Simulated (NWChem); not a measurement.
Species: BeHSeBr; SMILES [SeH][Be][Br]

```xyz
4

Be     0.0030    -0.0320     0.0000
Br     0.0115    -1.9928     0.0000
Se     0.0303     1.9958     0.0000
H     -1.4442     2.0196     0.0000
```
Atoms are numbered in this order, from 1.

All runs: NWChem. Structure relaxed at the PBE0/def2-SVP level. Vertical excitations in the gas phase; the lowest state need not have the same character in each row.

| level | lowest excitation, singlet (eV) | oscillator strength of that lowest state | lowest state with f > 0.02, singlet (eV) | oscillator strength of that bright state | orbital gap (eV) |
|---|---|---|---|---|---|
| PBE/def2-SVPD, full TDDFT | … | 0.000 | … | 0.035 | … |
| B3LYP/def2-SVPD, full TDDFT | 4.75 | 0.001 | 5.41 | 0.039 | 5.93 |
| BHandHLYP/def2-SVPD, full TDDFT | 5.14 | 0.001 | 5.80 | 0.042 | 8.16 |

### Question
What belongs in the gaps?

### Answer

- PBE/def2-SVPD, full TDDFT, lowest excitation, singlet (eV): 4.47
- PBE/def2-SVPD, full TDDFT, lowest state with f > 0.02, singlet (eV): 5.19
- PBE/def2-SVPD, full TDDFT, orbital gap (eV): 4.44
